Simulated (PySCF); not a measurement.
Compound: C4H11NOSi.
Z-matrix (Å and degrees, GFN2-xTB geometry), rows numbered from 1:
```
C 
Si  1  1.8879
O   2  1.6230  1  102.92
C   3  1.3957  2  128.49  1  -178.36
C   4  1.5302  3  109.81  2  -175.92
C   5  1.4932  4  111.18  3    67.21
N   6  1.2534  5  120.37  4   128.59
H   1  1.0846  2  109.83  3   178.87
H   1  1.0856  2  111.74  3    59.29
H   1  1.0855  2  111.93  3   -61.53
H   2  1.4690  1  112.13  3  -119.02
H   2  1.4695  1  112.30  3   119.05
H   4  1.0969  3  110.02  2   -54.64
H   4  1.0968  3  109.49  2    63.69
H   5  1.0930  4  108.14  3   -51.77
H   5  1.0894  4  110.30  3  -171.25
H   6  1.0978  5  114.24  4   -51.12
H   7  1.0180  6  115.79  5   179.82
```

Computed at PBE0/pcSseg-1 (PySCF, non-relativistic), with Q(17O) = −0.0256 b, Q(14N) = 0.02044 b: O3, 17O (I = 5/2): χzz = -10.14 MHz, η = 0.417; N7, 14N (I = 1): χzz = -4.957 MHz, η = 0.398.

Find the zero-field quadrupole resonance frequencies of 17O at O3.

From the eigenvalues of H = χ/[4I(2I − 1)] × [3Iz² − I(I + 1) + η(Ix² − Iy²)], steps between neighbouring levels, labelled as for η = 0: ±1/2↔±3/2 1.786 MHz, ±3/2↔±5/2 2.947 MHz (silyl ether oxygen).

Find the zero-field quadrupole resonance frequencies of 14N at N7.

From ν± = (3/4)|χ|(1 ± η/3) and ν0 = |χ|η/2: ν+ 4.211 MHz, ν− 3.224 MHz, ν0 0.987 MHz (imine nitrogen).

In a crystal, neighbours and librations shift these lines. Isolated species at its GFN2-xTB geometry (one conformer only). GFN2-xTB bond lengths can be off by several hundredths of an ångström, more for odd bonds, and the gradients follow them. A larger basis could move these couplings by a tenth or more.
